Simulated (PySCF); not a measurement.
NMR data sheet: C₈H₇F

| Quantity | Value |
| --- | --- |
| Formula | C8H7F |
| SMILES | C=Cc1cccc(F)c1 |
| InChI | InChI=1S/C8H7F/c1-2-7-4-3-5-8(9)6-7/h2-6H,1H2 |
| Point group of the computed structure | Cs |
| Degrees of unsaturation | 5 |
| Carbon signals | 8 |
| Proton signals | 7 |

Structure with atom numbers: `[CH2:1]=[CH:2][c:3]1[cH:4][cH:5][cH:6][c:7]([F:8])[cH:9]1`. Hydrogens are named by the atom that carries them. Ha(C1) is cis to C3; Hb(C1) is trans to C3.

- PBE0-D3(BJ)/def2-SVP geometry
- CAM-B3LYP/pcSseg-1 with gauge-including orbitals
- B3LYP/pcJ-1 coupling constants (spin–dipole term only in couplings to heteroatoms)
- program: PySCF 2.14
- in vacuum, no relativistic terms, a single conformation

Shifts are taken against calculated references (same method and geometry level): ¹H, ¹³C vs TMS; ¹⁹F vs CFCl3.

| carbon | δC, type | δH (multiplicity, J in Hz) | HMBC from (abs. J ≥ 3 Hz) | span of the C tensor (ppm) |
| --- | --- | --- | --- | --- |
| C1 | 122.8, CH2 | Ha(C1) 6.19 (d, 19.0); Hb(C1) 5.60 (d, 12.3) | – | 226 |
| C2 | 147.1, CH | 6.57 (ddd, 19.0, 12.3, 1.9) | H(C9), H(C4) | 223 |
| C3 | 148.0, C | – | H(C5), H(C2), Ha(C1), Hb(C1) | 232 |
| C4 | 133.8, CH | 6.88 (dd, 8.4, 1.4) | H(C9), H(C6), H(C2) | 211 |
| C5 | 139.3, CH | 7.34 (ddd, 9.3, 8.4, 5.4) | – | 241 |
| C6 | 123.9, CH | 7.01 (ddd, 9.3, 8.5, 2.3) | H(C9), H(C4) | 193 |
| C7 | 175.5, C | – | H(C9), H(C5), H(C6) | 171 |
| C9 | 116.9, CH | 7.54 (ddd, 10.4, 2.3, 1.4) | H(C6), H(C4), H(C2) | 188 |

Other nuclei:
| atoms | nucleus | environment | δ (ppm) | σ (ppm) |
| --- | --- | --- | --- | --- |
| F8 | ¹⁹F | aryl fluorine | -108.1 | 297.2 |

Selected couplings (Hz, signed; the shortest-range and largest first, 30 at most; isotopes ¹³C, ¹⁹F, ¹H): ¹J(C7,F8) -313.9, ¹J(C1,Hb(C1)) 172.7, ¹J(C6,H(C6)) 171.4, ¹J(C5,H(C5)) 168.2, ¹J(C4,H(C4)) 167.5, ¹J(C9,H(C9)) 166.8, ¹J(C1,Ha(C1)) 163.9, ¹J(C2,H(C2)) 161.0, ²J(C6,F8) 20.2, ²J(F8,C9) 19.6, ³J(Ha(C1),H(C2)) 19.0, ³J(Hb(C1),H(C2)) 12.3, ³J(F8,H(C9)) 10.4, ³J(H(C5),H(C6)) 9.3, ³J(F8,H(C6)) 8.5, ³J(H(C4),H(C5)) 8.4, ³J(C5,F8) 5.8, ³J(C3,F8) 4.7, ⁴J(F8,H(C5)) 5.4, ⁴J(C4,F8) 5.4, ⁴J(C2,F8) 3.7, ⁴J(H(C6),H(C9)) 2.3, ⁴J(H(C4),H(C9)) 1.4.

- Carbon types of the structure: 2 × C, 5 × CH, 1 × CH2, which accounts for all hydrogens.
- δC 175.5: aromatic carbon bearing fluorine; σ withdrawal by the attached heteroatom moves it downfield of the ring CH carbons.
- δC 148.0: substituted aromatic carbon.
- δC 147.1: alkene CH; the olefinic region.
- δC 139.3, 133.8, 123.9, 116.9: aromatic CH.
- δC 122.8: terminal =CH2 carbon; the olefinic region.
- The protons at 6.19 and 6.57 share a coupling of 19.0 Hz (vicinal, trans across C=C).
- The protons at 5.60 and 6.57 share a coupling of 12.3 Hz (vicinal, cis across C=C).
- The protons at 7.34 and 7.01 share a coupling of 9.3 Hz (vicinal, an ortho-type coupling).
- The protons at 6.88 and 7.34 share a coupling of 8.4 Hz (vicinal, an ortho-type coupling).

C–F couplings over four or more bonds (about 3 Hz to the para carbon of a fluoroarene) are left out. Common functionals overestimate the size of one-bond C–F couplings by tens of Hz; these are unscaled. Splittings below 1 Hz are ignored in the labels, and close J values are merged. Unscaled 3J(H,H) at this level run about 10 % above measured values. Shifts are as computed, not scaled to solution data. Of 1211 compounds with measured shifts, 218 miss one by over three times the rms of a fit or turn the order of signals round; such compounds aren't used in these exercises. Unscaled 19F shifts against computed CFCl3 carry errors that often reach 10 to 50 ppm.
